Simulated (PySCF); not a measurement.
methylammonium (CH6N), SMILES C[NH3+], charge +1. Atoms are numbered in the order given.

```xyz
8

C      0.0000     0.0000    -0.7984
N      0.0000     0.0000     0.7093
H      0.0000    -1.0331    -1.1395
H      0.8947     0.5166    -1.1395
H     -0.8947     0.5166    -1.1395
H     -0.8254    -0.4766     1.0813
H      0.0000     0.9531     1.0813
H      0.8254    -0.4766     1.0813
```
Charge +1, spin multiplicity 1.

The structure is a stationary point at ωB97X-D3(BJ)/def2-TZVP.

Method: PBE0/pcJ-1 (PySCF).

Isotropic couplings with Fermi-contact, spin-dipole and both spin-orbit terms, one fixed conformer, no vibrational averaging. Isotopes: 13C, 14N, 1H.

```
pair   bonds apart  J (Hz)
-----  -----------  ------
C1–N2            1     2.3
C1–H3            1   149.7
C1–H4            1   149.7
C1–H5            1   149.7
N2–H6            1    54.5
N2–H7            1    54.5
N2–H8            1    54.5
C1–H6            2     [?]
C1–H7            2     [?]
C1–H8            2     [?]
N2–H3            2     [?]
N2–H4            2     [?]
N2–H5            2     [?]
H3–H4            2     [?]
H3–H5            2     [?]
H4–H5            2     [?]
H6–H7            2   -14.0
H6–H8            2   -14.0
H7–H8            2   -14.0
H3–H6            3     2.7
H3–H7            3    14.6
H3–H8            3     2.7
H4–H6            3    14.6
H4–H7            3     2.7
H4–H8            3     2.7
H5–H6            3     2.7
H5–H7            3     2.7
H5–H8            3    14.6
```

Q: Some entries are withheld; supply them. (Estimate from the structure and the level; the computed values follow.)

A: 
- C1–H6, J (Hz): -2.7
- C1–H7, J (Hz): -2.7
- C1–H8, J (Hz): -2.7
- N2–H3, J (Hz): -0.3
- N2–H4, J (Hz): -0.3
- N2–H5, J (Hz): -0.3
- H3–H4, J (Hz): -14.2
- H3–H5, J (Hz): -14.2
- H4–H5, J (Hz): -14.2
